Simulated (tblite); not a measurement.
A geometry optimisation, step by step.

Species: C₄H₈NSSi (doublet state).
SMILES with atom numbers: `[CH3:1][S:2][Si@H:3]([NH2:4])[C:5]1[CH:6]=[CH:7]1` (hydrogens: H8, H9, H10 on C1; H11 on Si3; H12, H13 on N4; H14 on C6; H15 on C7)
Bond orders are those of one Lewis drawing.

Computed with GFN2-xTB (tblite), gas phase: L-BFGS steps from a force-field or distance-geometry start until the largest atomic force falls under 0.01 eV/Å. 4 of its 239 geometries are shown.

Step 0: E = -554.2746 eV, largest atomic force 1.608 eV/Å
```
atom  x, y, z in Å  |  force x, y, z in eV/Å
C1     -2.960   -0.754   -0.181    0.045   1.346   0.879
S2     -1.418   -1.466   -0.814    0.046  -0.524  -0.344
Si3     0.139   -0.255    0.087   -0.683   0.699   0.074
N4      0.403    1.238   -0.866   -0.941  -0.959   0.262
C5      1.725   -1.191    0.336    0.456   1.017  -0.009
C6      2.950   -0.488   -0.110    0.978   0.172   0.091
C7      2.679   -0.421    1.187    0.414  -0.241   0.124
H8     -3.799   -0.860   -0.878    0.481  -0.378   0.255
H9     -2.749    0.345   -0.102   -0.403  -0.839   0.168
H10    -3.186   -1.166    0.837    0.101   0.327  -1.038
H11    -0.403    0.162    1.411    0.109  -0.109  -0.371
H12     0.058    1.056   -1.835    0.310   0.833   1.084
H13    -0.029    2.051   -0.391    0.336  -0.567  -1.001
H14     3.666   -0.184   -0.902   -1.038  -0.458   0.895
H15     2.920   -0.073    2.199   -0.211  -0.319  -1.066
```

Step 79: E = -554.9895 eV, largest atomic force 0.025 eV/Å
```
atom  x, y, z in Å  |  force x, y, z in eV/Å
C1     -2.819   -0.791   -0.325    0.001  -0.003  -0.012
S2     -1.170   -1.473   -0.674   -0.016  -0.013   0.014
Si3     0.022    0.073    0.269    0.013  -0.001   0.003
N4     -0.340    1.446   -0.723    0.011  -0.001   0.013
C5      1.682   -0.670    0.456   -0.004   0.010  -0.011
C6      3.049   -0.692   -0.068   -0.002   0.004  -0.003
C7      2.915   -0.607    1.242   -0.003   0.010  -0.004
H8     -3.535   -1.374   -0.894   -0.007  -0.017  -0.006
H9     -2.856    0.249   -0.630   -0.010   0.019  -0.013
H10    -3.029   -0.879    0.737    0.007  -0.008   0.009
H11    -0.540    0.348    1.588   -0.015   0.007  -0.003
H12    -0.541    1.306   -1.702    0.016   0.000   0.012
H13     0.124    2.327   -0.578    0.008  -0.001   0.013
H14     3.678   -0.726   -0.924    0.002  -0.015  -0.005
H15     3.356   -0.539    2.206    0.000   0.008  -0.006
```

Step 159: E = -555.0402 eV, largest atomic force 0.032 eV/Å
```
atom  x, y, z in Å  |  force x, y, z in eV/Å
C1     -2.717   -0.824   -0.559   -0.008   0.003  -0.008
S2     -1.017   -1.450   -0.674    0.000   0.005  -0.003
Si3    -0.014    0.095    0.454    0.005   0.009   0.001
N4     -0.421    1.566   -0.372   -0.009  -0.006   0.003
C5      1.669   -0.579    0.696    0.016  -0.002  -0.012
C6      2.809   -1.216    0.055    0.003   0.007   0.005
C7      3.081   -0.223    0.884   -0.011  -0.021  -0.022
H8     -3.342   -1.487   -1.149    0.004   0.010   0.010
H9     -2.761    0.186   -0.956   -0.003  -0.019   0.009
H10    -3.037   -0.835    0.479    0.005  -0.005  -0.011
H11    -0.667    0.251    1.752    0.002  -0.001   0.002
H12    -0.362    1.605   -1.379    0.003   0.001  -0.010
H13    -0.163    2.452    0.028    0.006   0.008   0.009
H14     3.145   -1.957   -0.629   -0.010   0.007   0.022
H15     3.793    0.412    1.349   -0.002   0.004   0.006
```

Step 238: E = -555.1044 eV, largest atomic force 0.009 eV/Å
```
atom  x, y, z in Å  |  force x, y, z in eV/Å
C1     -2.702   -0.859   -0.578   -0.002   0.003  -0.005
S2     -0.984   -1.353   -0.893   -0.005  -0.003   0.001
Si3     0.015    0.115    0.337    0.004  -0.001  -0.003
N4     -0.480    1.660   -0.251    0.000   0.001   0.002
C5      1.787   -0.282    0.069    0.006  -0.002   0.000
C6      2.774   -1.338    0.257   -0.005   0.004   0.006
C7      3.109   -0.132    0.682    0.001   0.002  -0.002
H8     -3.334   -1.472   -1.213    0.000  -0.002  -0.001
H9     -2.828    0.191   -0.824    0.003   0.000   0.002
H10    -2.945   -1.033    0.466    0.002   0.001  -0.002
H11    -0.606    0.056    1.667   -0.001   0.002   0.004
H12    -0.482    1.814   -1.248    0.000  -0.002   0.005
H13    -0.150    2.486    0.219   -0.002  -0.002  -0.002
H14     3.009   -2.366    0.134    0.000   0.002  -0.001
H15     3.812    0.510    1.153   -0.001  -0.003  -0.004
```

**Question.** Summarise the path.

**Answer.** The energy falls by 19.14 kcal/mol from step 0 to step 238; nine tenths of that is first reached at step 140. It rises by more than 0.2 meV at steps 101, 113, 130, 139, 142, 145, 194 and 195. The largest force goes from 1.608 to 0.009 eV/Å. Among the bonds Si3–N4 changes most, from 1.791 to 1.726 Å; the atoms move by 1.035 Å rms after alignment.

**Question.** Follow the three bonds and two angles with the largest change from start to end.

**Answer.** 
```tsv
step	E above end (kcal/mol)	largest force (eV/Å)	Si3–N4 (Å)	C6–H14 (Å)	C1–H9 (Å)	Si3–C5–C7 (°)	Si3–C5–C6 (°)
0	19.14	1.608	1.791	1.110	1.122	111.2	115.2
10	8.39	0.364	1.729	1.062	1.086	122.1	126.9
21	5.06	0.166	1.739	1.059	1.086	133.5	135.5
31	3.86	0.233	1.736	1.059	1.086	136.0	137.2
41	2.96	0.095	1.734	1.063	1.083	141.0	140.8
52	2.83	0.051	1.733	1.062	1.084	144.5	143.7
62	2.77	0.048	1.731	1.062	1.085	145.3	144.8
72	2.69	0.043	1.731	1.062	1.085	143.6	144.5
83	2.63	0.037	1.732	1.062	1.085	143.1	145.2
93	2.58	0.030	1.732	1.063	1.086	143.0	146.8
103	2.46	0.038	1.734	1.063	1.086	141.3	144.9
114	2.32	0.171	1.735	1.061	1.083	143.3	143.9
124	2.21	0.070	1.736	1.064	1.086	142.4	142.6
135	2.03	0.059	1.736	1.063	1.085	142.1	143.7
145	1.72	0.297	1.734	1.066	1.093	147.4	147.0
155	1.49	0.053	1.734	1.064	1.086	144.4	145.9
166	1.47	0.024	1.735	1.063	1.085	145.1	146.1
176	1.45	0.017	1.735	1.063	1.085	146.4	147.5
186	1.43	0.024	1.733	1.063	1.085	147.6	149.6
197	1.24	0.179	1.729	1.058	1.082	154.5	151.5
207	0.12	0.130	1.725	1.066	1.084	145.0	142.1
217	0.04	0.014	1.726	1.062	1.085	142.9	141.7
228	0.02	0.026	1.726	1.063	1.085	142.4	141.9
238	0.00	0.009	1.726	1.062	1.085	142.0	142.4
```

The cost below is that of the whole relaxation. Hardware: one thread of an Arm Neoverse V2, shared host with 96 logical CPUs at a one-minute load of 66. Cost: 1.5 s of wall time.
